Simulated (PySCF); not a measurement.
Method: TPSSh-D3(BJ)/def2-TZVP // PBE-D3(BJ)/def2-SVP run with PySCF. Isolated molecules, 0 K electronic values unless said otherwise. One relaxed conformer stands for a flexible species; it need not be the lowest. 

Reference species: [Zn(CH3)2] (neutral, multiplicity 1).

| Item | Result |
|---|---|
| coordination number | 2 |
| HOMO–LUMO gap | 6.42 eV |
| charge on the central atom (Mulliken) | 0.36 e |
| LUMO | -0.09 eV |

Changed species: [Zn(CH3)(Br)] (1 of 2 CH3 replaced by Br; the reference has 0 of 2 CH3 replaced by Br).

Problem. Give the shifts of the coordination number, HOMO–LUMO gap, charge on the central atom (Mulliken) and LUMO.

Solution. the coordination number stays essentially unchanged; the HOMO–LUMO gap goes up by 0.10 eV, to 6.52 eV; the charge on the central atom (Mulliken) goes up by 0.06 e, to 0.42 e; the LUMO decreases by 0.86 eV, to -0.95 eV.
